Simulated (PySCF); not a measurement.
PySCF job for BH2O3, SMILES OB([O])O, multiplicity 2, PBE-D3(BJ)/def2-SVP. The structure is a stationary point at PBE-D3(BJ)/def2-SVP. A frequency run showed that this geometry is not a minimum. The isomer is the one that the SMILES or the coordinates give; other isomers of the formula were not compared. One conformer was computed; it need not be the lowest.

```python
import numpy as np
from pyscf import gto, scf, dft, df
from pyscf.hessian import thermo

mol = gto.M(
    atom='''
    O     0.00000000    0.00000002    1.43402292
    B     0.00000000   -0.00000000    0.05117281
    O     0.00000000   -1.23846247   -0.54365633
    O     0.00000000    1.23846246   -0.54365636
    H     0.00000000   -1.21687061   -1.51477293
    H     0.00000000    1.21687057   -1.51477296
    ''',
    basis='def2-SVP',
    charge=0,
    spin=1,
    max_memory=1600,
    verbose=3,
)
mf = dft.UKS(mol, xc='pbe').density_fit(auxbasis='def2-universal-jkfit')
mf.disp = 'd3bj'
mf.grids.level = 3
mf.conv_tol = 1e-11
mf.max_cycle = 100
mf.kernel()
fine, coarse = mf.grids, dft.Grids(mol).set(level=1).build(with_non0tab=True)
for _ in range(3):  # follow internal instabilities
    mf.grids = coarse
    mo, _, stable, _ = mf.stability(return_status=True, nroots=4)
    mf.grids = fine
    if stable:
        break
    mf.kernel(mf.make_rdm1(mo, mf.mo_occ))

# [left out here: the lines that compute and print the analytic Hessian (its translational invariance restored by hand, since the grid's response is missing), thermochemistry and intensities]
```

Program output:

```

WARN: HOMO -0.38385372961225 >= LUMO -0.38385372961225


WARN: HOMO -0.12742243668907 >= LUMO -0.126723246960666

converged SCF energy = -251.324945027212  <S^2> = 0.75210189  2S+1 = 2.0021008
<class 'pyscf.df.df_jk.DFUKS'> wavefunction is stable in the internal stability analysis

WARN: DFTD3 does not support analytical Hessian, using finite difference


WARN: Mole.unit (angstrom) is changed to Bohr

Mode                                 0                   1                   2
Irrep
Freq [cm^-1]                     -391.9483            192.5588            382.7639
Reduced mass [au]                   1.0652              1.1593             10.0703
Force const [Dyne/A]               -0.0964              0.0253              0.8693
Char temp [K]                    -563.9263            277.0492            550.7120
Normal mode                   x     y     z       x     y     z       x     y     z
       0   O                -0.00  0.00  0.00   -0.04  0.00 -0.00   -0.00 -0.16 -0.00
       1   B                 0.00 -0.00  0.00    0.02 -0.00 -0.00    0.00  0.10 -0.00
       2   O                -0.04 -0.00 -0.00    0.06 -0.00  0.00    0.00  0.05  0.10
       3   O                 0.04 -0.00  0.00    0.06  0.00  0.00    0.00  0.05 -0.10
       4   H                 0.68  0.00 -0.00   -0.65 -0.00  0.00   -0.00 -0.09  0.10
       5   H                -0.68  0.00  0.00   -0.65  0.00  0.00   -0.00 -0.09 -0.10
Mode                                 3                   4                   5
Irrep
Freq [cm^-1]                      415.8419            624.5170            856.9726
Reduced mass [au]                   3.4044             11.3775             10.7865
Force const [Dyne/A]                0.3469              2.6145              4.6673
Char temp [K]                     598.3040            898.5409           1232.9928
Normal mode                   x     y     z       x     y     z       x     y     z
       0   O                 0.00  0.00 -0.11   -0.06 -0.00  0.00   -0.00  0.00  0.14
       1   B                 0.00 -0.00 -0.09    0.28  0.00  0.00    0.00 -0.00 -0.00
       2   O                -0.00 -0.09  0.08   -0.06  0.00 -0.00   -0.00 -0.13 -0.07
       3   O                -0.00  0.09  0.08   -0.06 -0.00 -0.00   -0.00  0.13 -0.07
       4   H                 0.00 -0.34  0.08   -0.02  0.00 -0.00   -0.00 -0.11 -0.07
       5   H                 0.00  0.34  0.08   -0.02 -0.00 -0.00   -0.00  0.11 -0.07
Mode                                 6                   7                   8
Irrep
Freq [cm^-1]                      866.1563            920.3737           1408.5902
Reduced mass [au]                   1.1090              1.5160             11.0669
Force const [Dyne/A]                0.4902              0.7566             12.9373
Char temp [K]                    1246.2061           1324.2128           2026.6477
Normal mode                   x     y     z       x     y     z       x     y     z
       0   O                 0.00 -0.01 -0.00    0.00 -0.00  0.08    0.00 -0.00  0.00
       1   B                -0.00 -0.00 -0.00   -0.00  0.00 -0.05   -0.00  0.26 -0.00
       2   O                 0.00 -0.04  0.04   -0.00  0.08 -0.02    0.00 -0.08 -0.04
       3   O                -0.00 -0.04 -0.04   -0.00 -0.08 -0.02   -0.00 -0.08  0.04
       4   H                -0.00  0.67  0.04    0.00 -0.56 -0.02    0.00 -0.03 -0.05
       5   H                 0.00  0.67 -0.04    0.00  0.56 -0.02    0.00 -0.03  0.05
Mode                                 9                  10                  11
Irrep
Freq [cm^-1]                     1435.6966           3775.4929           3780.2918
Reduced mass [au]                   5.5183              1.0671              1.0658
Force const [Dyne/A]                6.7017              8.9616              8.9742
Char temp [K]                    2065.6478           5432.0937           5438.9982
Normal mode                   x     y     z       x     y     z       x     y     z
       0   O                -0.00 -0.00 -0.09   -0.00 -0.00 -0.00    0.00 -0.00  0.00
       1   B                 0.00  0.00  0.26    0.00  0.00  0.00    0.00  0.00 -0.00
       2   O                -0.00 -0.02 -0.04   -0.00 -0.00 -0.04   -0.00 -0.00 -0.04
       3   O                -0.00  0.02 -0.04    0.00 -0.00  0.04   -0.00  0.00 -0.04
       4   H                -0.00 -0.23 -0.03    0.00  0.00  0.68    0.00  0.00  0.68
       5   H                -0.00  0.23 -0.03   -0.00  0.00 -0.68    0.00 -0.00  0.68
temperature 298.1500 [K]
pressure 101325.00 [Pa]
Rotational constants [GHz] 10.78496 9.70699 5.10881
Symmetry number 2
Zero-point energy (ZPE) 0.03340 [Eh]   87681.821 [J/mol]
                           tot       elec      trans        rot        vib
Entropy [J/mol/K]       281.087      5.763    159.979     94.283     21.061
Cv [J/mol/K]             56.540      0.000     12.472     12.472     31.597
Cp [J/mol/K]             64.854      0.000     20.786     12.472     31.597
Internal energy [J/mol]                      3718.434   3718.434  91695.108
Internal energy [Eh]   -251.28719  -251.32495
Enthalpy [J/mol]                             6197.391   3718.434  91695.108
Enthalpy [Eh]          -251.28624
Gibbs free energy [J/mol]                  -41500.385 -24392.180  85415.765
Gibbs free energy [Eh] -251.31816
mode   freq/cm-1   IR/(km/mol)
   1     -391.95         0.000
   2      192.56       219.752
   3      382.76         0.040
   4      415.84        16.228
   5      624.52        40.158
   6      856.97         0.700
   7      866.16       242.878
   8      920.37        67.196
   9     1408.59       378.973
  10     1435.70       156.688
  11     3775.49        17.569
  12     3780.29       111.690
max |gradient| / (hartree/bohr): 7.536900468219946e-05
APT charges: [-0.3937  1.2102 -0.7011 -0.7011  0.2928  0.2928]
```

The calculation finished and met its thresholds. The end point has an imaginary mode, so it is no minimum.
